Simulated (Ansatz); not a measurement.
Reaction (formal exchange of groups at the Sn–C bond): `[SnH3][CH2][SnH3]` + `C=C(F)NC` → `C=C(F)[NH][SnH3]` + `C[CH2][SnH3]`

Computed with Ansatz on PBE0-D4/def2-TZVP structures; ΔE is electronic, products minus reactants. CBS: MP2 limit from def2 TZ/QZ plus the TZ coupled-cluster correction, frozen cores. Functionals use def2-TZVPP. Elements past krypton have def2 core potentials. For Sn outer-core shells are correlated without core-valence functions, which leaves a few kJ/mol of doubt a bond. One conformer a species, not always the lowest.

`[SnH3][CH2][SnH3]`:

Cartesian coordinates in Å:
```
Sn 0.880 -1.559 0.360
C -0.686 -0.112 0.555
Sn -0.482 1.624 -0.682
H 0.595 -2.886 1.399
H 2.375 -0.838 0.765
H 0.945 -2.113 -1.256
H -0.729 0.211 1.597
H -1.635 -0.596 0.315
H -0.453 1.153 -2.324
H 0.980 2.424 -0.303
H -1.791 2.693 -0.426
```

`C=C(F)NC`:

Z-matrix (Å, degrees):
```
C
N 1 1.451
H 1 1.090 2 108.7
H 1 1.089 2 109.6 3 117.7
H 1 1.098 2 113.2 3 -121.1
C 2 1.370 1 119.4 3 -173.3
H 2 1.008 1 114.1 3 51.0
F 6 1.340 2 111.2 1 45.0
C 6 1.329 2 128.8 1 -138.0
H 9 1.080 6 120.4 2 6.9
H 9 1.079 6 120.2 2 -171.1
```

`C=C(F)[NH][SnH3]`:

```xyz
11

C    -1.433    1.777    0.107
C    -0.419    0.917    0.051
F     0.840    1.372    0.237
N    -0.391   -0.421   -0.177
Sn    1.308   -1.541   -0.056
H    -2.448    1.438   -0.035
H    -1.241    2.823    0.291
H    -1.293   -0.845   -0.309
H     0.719   -3.112   -0.352
H     2.388   -1.022   -1.262
H     1.969   -1.385    1.504
```

`C[CH2][SnH3]`:

Z-matrix (Å, degrees):
```
C
C 1 1.522
H 1 1.093 2 111.7
H 1 1.093 2 111.7 3 -120.2
H 1 1.094 2 111.4 3 119.9
Sn 2 2.150 1 113.2 3 60.1
H 2 1.093 1 111.1 3 -60.6
H 2 1.093 1 111.1 3 -179.3
H 6 1.711 2 109.7 1 -59.5
H 6 1.711 2 109.7 1 59.5
H 6 1.710 2 111.1 1 180.0
```

| level | ΔE (kJ/mol) |
| --- | --- |
| r2SCAN-D4 | -41.6 |
| PBE0-D4 | -37.6 |
| PBE0 | -37.4 |
| SCS-MP2/def2-QZVPP | -41.5 |

(1) What does CCSD(T)/CBS give? (Best estimate.)

Largest T1 diagnostic among the species: 0.013.

Results:

(1) The calculation gave: -39.5 kJ/mol. The listed levels differ from it by -2.1, 1.9, 2.1, -2.0 kJ/mol.

In def2-TZVPP, CCSD(T) changes the Hartree–Fock value by +5.9 kJ/mol (the triples alone add +0.9 kJ/mol) and MP2 by +5.1 kJ/mol.
